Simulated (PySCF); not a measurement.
CNO (SMILES [N]=C=O), doublet, geometry from GFN2-xTB, with bond 1-2 at 1.6 times its length; M062X/cc-pVTZ (PySCF).

Here is a job for PySCF.
```python
from pyscf import gto, scf, dft

mol = gto.M(
    atom='''
N     0.00000000    0.00000000   -1.96274320
C    -0.00000000   -0.00000000   -0.04267674
O     0.00000000    0.00000000    1.11938605
''',
    basis='cc-pvtz',
    spin=1,
    verbose=4,
)

mf = dft.UKS(mol)
mf.xc = 'm062x'
mf.diis = False
mf.damp = 0.3
mf.diis_start_cycle = 200
mf.max_cycle = 150
mf.kernel()
```

The log (banner, timings and long lists left out):

```
PySCF version 2.14.0

[INPUT] verbose = 4
[INPUT] num. atoms = 3
[INPUT] num. electrons = 21
[INPUT] charge = 0
[INPUT] spin (= nelec alpha-beta = 2S) = 1
[INPUT] symmetry False subgroup None
[INPUT] Mole.unit = angstrom
[INPUT] Symbol           X                Y                Z      unit          X                Y                Z       unit  Magmom
[...]
nuclear repulsion = 43.0482262847706
number of shells = 27
number of NR pGTOs = 126
number of NR cGTOs = 90
basis = cc-pvtz
ecp = {}

******** <class 'pyscf.dft.uks.UKS'> ********
method = UKS
initial guess = minao
damping factor = 0.3
level_shift factor = 0
DIIS disabled
SCF conv_tol = 1e-09
SCF conv_tol_grad = None
SCF max_cycles = 150
direct_scf = True
direct_scf_tol = 1e-13
number electrons alpha = 11  beta = 10
XC library pyscf.dft.libxc version 7.1.2
    S. Lehtola, C. Steigemann, M. J. T. Oliveira, and M. A. L. Marques,  SoftwareX 7, 1–5 (2018)
XC functionals = m062x
    Y. Zhao and D. G. Truhlar,  Theor. Chem. Acc. 120, 215 (2008)
    Y. Zhao and D. G. Truhlar,  Theor. Chem. Acc. 120, 215 (2008)
radial grids:
    Treutler-Ahlrichs [JCP 102, 346 (1995); DOI:10.1063/1.469408] (M4) radial grids

becke partition: Becke, JCP 88, 2547 (1988); DOI:10.1063/1.454033
pruning grids: <function nwchem_prune>
grids dens level: 3
symmetrized grids: False
atomic radii adjust function: <function treutler_atomic_radii_adjust>
small_rho_cutoff = 0
Set gradient conv threshold to 3.16228e-05
tot grids = 42104
init E= -167.743743169382

cycle= 1 E= -167.73469164167  delta_E= 0.00905  |g|= 0.489  |ddm|= 1.09
cycle= 2 E= -167.749148173529  delta_E= -0.0145  |g|= 0.524  |ddm|= 0.409
cycle= 3 E= -167.760993874002  delta_E= -0.0118  |g|= 0.497  |ddm|= 0.357
cycle= 4 E= -167.764366672184  delta_E= -0.00337  |g|= 0.493  |ddm|= 0.343
cycle= 5 E= -167.775972831747  delta_E= -0.0116  |g|= 0.458  |ddm|= 0.327
cycle= 6 E= -167.779408497487  delta_E= -0.00344  |g|= 0.448  |ddm|= 0.312
cycle= 7 E= -167.788601837106  delta_E= -0.00919  |g|= 0.418  |ddm|= 0.297
cycle= 8 E= -167.791507832548  delta_E= -0.00291  |g|= 0.408  |ddm|= 0.284
cycle= 9 E= -167.798785138265  delta_E= -0.00728  |g|= 0.382  |ddm|= 0.271
cycle= 10 E= -167.801278944911  delta_E= -0.00249  |g|= 0.371  |ddm|= 0.259
cycle= 11 E= -167.807097069455  delta_E= -0.00582  |g|= 0.349  |ddm|= 0.247
cycle= 12 E= -167.80925724388  delta_E= -0.00216  |g|= 0.339  |ddm|= 0.236
cycle= 13 E= -167.813941444952  delta_E= -0.00468  |g|= 0.319  |ddm|= 0.226
[...]
cycle= 122 E= -167.848665819477  delta_E= -2.81e-07  |g|= 0.00302  |ddm|= 0.00212
cycle= 123 E= -167.848666079864  delta_E= -2.6e-07  |g|= 0.00289  |ddm|= 0.00203
cycle= 124 E= -167.84866631772  delta_E= -2.38e-07  |g|= 0.00277  |ddm|= 0.00194
cycle= 125 E= -167.848666538191  delta_E= -2.2e-07  |g|= 0.00266  |ddm|= 0.00186
cycle= 126 E= -167.848666739788  delta_E= -2.02e-07  |g|= 0.00255  |ddm|= 0.00178
cycle= 127 E= -167.848666926614  delta_E= -1.87e-07  |g|= 0.00244  |ddm|= 0.00171
cycle= 128 E= -167.848667097622  delta_E= -1.71e-07  |g|= 0.00234  |ddm|= 0.00164
cycle= 129 E= -167.848667256089  delta_E= -1.58e-07  |g|= 0.00224  |ddm|= 0.00157
cycle= 130 E= -167.848667401294  delta_E= -1.45e-07  |g|= 0.00215  |ddm|= 0.00151
cycle= 131 E= -167.848667535857  delta_E= -1.35e-07  |g|= 0.00206  |ddm|= 0.00144
cycle= 132 E= -167.848667659296  delta_E= -1.23e-07  |g|= 0.00197  |ddm|= 0.00138
cycle= 133 E= -167.848667773712  delta_E= -1.14e-07  |g|= 0.00189  |ddm|= 0.00133
cycle= 134 E= -167.848667878794  delta_E= -1.05e-07  |g|= 0.00181  |ddm|= 0.00127
cycle= 135 E= -167.848667976227  delta_E= -9.74e-08  |g|= 0.00174  |ddm|= 0.00122
cycle= 136 E= -167.848668065828  delta_E= -8.96e-08  |g|= 0.00166  |ddm|= 0.00117
cycle= 137 E= -167.848668148949  delta_E= -8.31e-08  |g|= 0.00159  |ddm|= 0.00112
cycle= 138 E= -167.848668225495  delta_E= -7.65e-08  |g|= 0.00153  |ddm|= 0.00107
cycle= 139 E= -167.848668296555  delta_E= -7.11e-08  |g|= 0.00146  |ddm|= 0.00103
cycle= 140 E= -167.848668362091  delta_E= -6.55e-08  |g|= 0.0014  |ddm|= 0.000985
cycle= 141 E= -167.848668422987  delta_E= -6.09e-08  |g|= 0.00134  |ddm|= 0.000944
cycle= 142 E= -167.848668479244  delta_E= -5.63e-08  |g|= 0.00129  |ddm|= 0.000905
cycle= 143 E= -167.848668531575  delta_E= -5.23e-08  |g|= 0.00123  |ddm|= 0.000867
cycle= 144 E= -167.848668580009  delta_E= -4.84e-08  |g|= 0.00118  |ddm|= 0.000831
cycle= 145 E= -167.848668625124  delta_E= -4.51e-08  |g|= 0.00113  |ddm|= 0.000797
cycle= 146 E= -167.848668666965  delta_E= -4.18e-08  |g|= 0.00109  |ddm|= 0.000764
cycle= 147 E= -167.848668706001  delta_E= -3.9e-08  |g|= 0.00104  |ddm|= 0.000732
cycle= 148 E= -167.848668742287  delta_E= -3.63e-08  |g|= 0.000998  |ddm|= 0.000702
cycle= 149 E= -167.848668776203  delta_E= -3.39e-08  |g|= 0.000957  |ddm|= 0.000673
cycle= 150 E= -167.848668807809  delta_E= -3.16e-08  |g|= 0.000917  |ddm|= 0.000645
SCF not converged.
SCF energy = -167.848668807809 after 150 cycles  <S^2> = 0.76243886  2S+1 = 2.0124004
```

Convergence was not reached.
